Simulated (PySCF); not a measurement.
Variants of one PySCF input: SiSe

Base input, run as `OMP_NUM_THREADS=1 python input.py` with PySCF 2.14:

```python
from pyscf import gto, dft

mol = gto.M(
    atom='Si 0 0 0; Se 0 0 2.23',
    basis='6-31g',
    charge=0,
    spin=0,
    verbose=4,
)
mf = dft.RKS(mol, xc='pbe')
mf.kernel()
mf.analyze()
print('orbital energies (hartree):', mf.mo_energy[..., max(0, mol.nelec[1]-3):mol.nelec[0]+3].round(4))
```

Base result: E(SCF) = -2690.140350 Eh, 11 cycles, μz(SCF) = -1.64 D. Stability towards an unrestricted solution was not tested. The bond length is a typed value, not an optimised one.

Run time: 2.6 s on 1 thread of Arm Neoverse V1 (shared host), peak memory 0.19 GiB.

Each row names what differs from the base; energies in brackets are changes from the base.

| change | result | wall time (s) |
| --- | --- | --- |
| geometry: bond 2.23 → bond 1.784 | E(SCF) = -2690.047493 Eh (+2.5268 eV), 9 cycles, μz(SCF) = -0.18 D | 2.4 |
| functional: pbe → hse06 | E(SCF) = -2690.238821 Eh, 10 cycles, μz(SCF) = -2.02 D | 7.2 |
| charge: 0 → -1; spin (2S): 0 → 1; SCF type: RKS → UKS [another spin of the ion may lie lower] [no diffuse functions for the anion] | E(SCF) = -2690.167389 Eh (-0.7358 eV), 11 cycles, ⟨S²⟩ = 0.753 | 3.4 |
| geometry: bond 2.23 → bond 6.69 [stretched restricted solution, likely unstable] | not converged: SCF after 50 cycles | 5.8 |
| functional: pbe → blyp | E(SCF) = -2690.691020 Eh, 11 cycles, μz(SCF) = -1.66 D | 2.5 |
| basis set: 6-31g → cc-pvdz-dk; spin-free X2C: off → on | E(SCF) = -2719.423814 Eh, 10 cycles, μz(SCF) = -1.50 D | 2.6 |
| cycle limit: 50 → 2 [unsound on purpose] | not converged: SCF after 2 cycles | 1.6 |
| density fitting: none → auto | E(SCF) = -2690.140463 Eh (-0.0031 eV), 11 cycles, μz(SCF) = -1.64 D | 2.9 |
| integration grid: default → 5 | E(SCF) = -2690.140353 Eh (-0.0001 eV), 11 cycles, μz(SCF) = -1.64 D | 4 |
| step after the SCF: analyze → mp2; SCF type: RKS → RHF; functional: pbe → none (Hartree–Fock); frozen orbitals: default → 14 | E(SCF) = -2688.371334 Eh, 9 cycles, E(MP2) − E(SCF) = -0.24451 Eh, μz(SCF) = -3.25 D | 1.3 |
| step after the SCF: analyze → gradient | E(SCF) = -2690.140350 Eh (+0.0000 eV), 11 cycles, μz(SCF) = -1.64 D, gradient on the second atom 0.0213 Eh/bohr | 4.6 |
| initial guess: minao → 1e | E(SCF) = -2690.140350 Eh (+0.0000 eV), 42 cycles, μz(SCF) = -1.64 D | 5.4 |
| functional: pbe → tpssh | E(SCF) = -2690.584818 Eh, 10 cycles, μz(SCF) = -1.88 D | 3.4 |
| PCM solvent, dielectric constant: none → 2.27 | E(SCF) = -2690.141422 Eh (-0.0292 eV), 10 cycles, μz(SCF) = -2.12 D | 4.8 |
| geometry: bond 2.23 → bond 2.297 | E(SCF) = -2690.136518 Eh (+0.1043 eV), 11 cycles, μz(SCF) = -1.84 D | 2.5 |
| electric field along z (a.u.): none → 0.05 [may be another electronic state] | E(SCF) = -2690.221308 Eh (-2.2030 eV), 12 cycles, μz(SCF) = 10.03 D | 2.6 |
| DIIS space: default → off [unsound on purpose] [may be another electronic state] | not converged: SCF after 50 cycles | 6.2 |
| spin (2S): 0 → 4; SCF type: RKS → UKS [a high spin state] | E(SCF) = -2689.955714 Eh (+5.0242 eV), 9 cycles, ⟨S²⟩ = 6.001, μz(SCF) = 0.49 D | 3.1 |
| step after the SCF: analyze → optimize | E(SCF) = -2690.140350 Eh (+0.0000 eV), 11 cycles, all at the start geometry; optimised bond 2.167 Å with E = -2690.141669 Eh after 3 steps | 12 |
| functional: pbe → revpbe | E(SCF) = -2690.392179 Eh, 10 cycles, μz(SCF) = -1.62 D | 2.5 |
| step after the SCF: analyze → mp2; SCF type: RKS → RHF; functional: pbe → none (Hartree–Fock); frozen orbitals: default → 0 | E(SCF) = -2688.371334 Eh, 9 cycles, E(MP2) − E(SCF) = -0.27792 Eh, μz(SCF) = -3.25 D | 1.3 |

Question: Order these changes by how far they move the SCF energy from the base, largest first: (1) PCM solvent, dielectric constant: none → 2.27; (2) electric field along z (a.u.): none → 0.05; (3) geometry: bond 2.23 → bond 1.784; (4) geometry: bond 2.23 → bond 2.297.

Answer: (3) +2.5268 eV, (2) -2.2030 eV, (4) +0.1043 eV, (1) -0.0292 eV.
